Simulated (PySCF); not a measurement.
Removing an electron from `[GeH3][GeH2][GeH3]`

Compound: Ge3H8.
Z-matrix (Å and degrees, PBE0-D3(BJ)/def2-SVP geometry), rows numbered from 1:
```
Ge
Ge  1  2.4220
Ge  2  2.4238  1  110.50
H   1  1.5401  2  111.22  3  -179.01
H   1  1.5402  2  109.82  3   -58.62
H   1  1.5404  2  109.88  3    60.63
H   2  1.5419  1  109.86  3  -121.36
H   2  1.5426  1  109.26  3   120.26
H   3  1.5401  2  109.76  1    62.31
H   3  1.5403  2  110.00  1   -57.03
H   3  1.5400  2  111.14  1  -177.40
```

Level: CAM-B3LYP/def2-SVPD (PySCF). Frontier orbitals with their largest atomic shares (Löwdin; up to four atoms above 4 %):

```csv
orbital,ε (eV),main atoms
HOMO−3,-11.00,"Ge3 22 %, Ge1 22 %, H6 14 %, H10 14 %"
HOMO−2,-10.58,"Ge2 24 %, H7 14 %, H8 13 %, Ge1 12 %"
HOMO−1,-9.75,"Ge2 33 %, Ge1 15 %, Ge3 15 %, H8 10 %"
HOMO,-9.00,?
LUMO,0.53,"Ge3 22 %, Ge1 22 %, Ge2 14 %, H11 10 %"
LUMO+1,0.75,"Ge2 28 %, Ge1 19 %, Ge3 18 %, H7 7 %"
LUMO+2,0.79,"Ge3 23 %, Ge1 22 %, Ge2 17 %, H10 5 %"
```

Problem. What vertical ionisation energy does ΔSCF give, and how far is −ε(HOMO) from it?

Solution. ΔSCF: 9.72 eV (938 kJ/mol; threshold wavelength 128 nm); ⟨S²⟩ of the doublet left behind is 0.759, against 0.75 for a pure doublet. −ε(HOMO) is 9.00 eV, 0.72 eV below it. For the exact functional −ε(HOMO) would equal the first vertical ionisation energy; CAM-B3LYP (range-separated hybrid) falls short of its own ΔSCF value by 7 %.

Problem. On which atoms does the HOMO lie?

Solution. Ge2 (germanium bonded to 2 Ge and 2 H) 32 %, Ge3 (germanium bonded to Ge and 3 H) 22 %, Ge1 (germanium bonded to Ge and 3 H) 22 %, H11 (Ge–H hydrogen) 6 %, so no atom holds as much as 40 %. The HOMO−1 lies 0.75 eV lower.

Problem. What kinetic energy would electrons from this vertical process carry with He II light (40.814 eV)?

Solution. 40.81 − 9.72 = 31.09 eV.

Problem. What total energies stand behind the ΔSCF value?

Solution. E(N) = -6235.38610 Eh and E(N − 1) = -6235.02890 Eh at the same geometry, 0.35720 Eh apart.

Geometry: PBE0-D3(BJ)/def2-SVP; no solvent, vibrations or thermal averaging. The calculation is non-relativistic, for germanium too.
